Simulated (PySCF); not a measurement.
# How methods differ on the excitation energy of Pb

Pb [Xe] 4f14 5d10 6s2 6p2 (3P) → Pb [Xe] 4f14 5d10 6s1 6p3 (5S), as a difference of total energies. Computed with PySCF 2.14 in aug-cc-pVQZ-PP with ECP60MDF (7s7p5d3f2g, 92 functions), with a scalar-relativistic core potential. Correlated levels: valence: 5s2 5p6 5d10 frozen. The calculations carry no spin-orbit coupling.

```csv
method,excitation energy (cm⁻¹)
UHF,37881
MP2 (valence),43461
SCS-MP2 (valence),45976
CCSD (valence),44433
CCSD(T) (valence),44644
```

Spin-orbit coupling is strong in these open shells (close to jj coupling). The scalar numbers leave it out and a first-order estimate fails, so it can dominate the gap to the real levels.
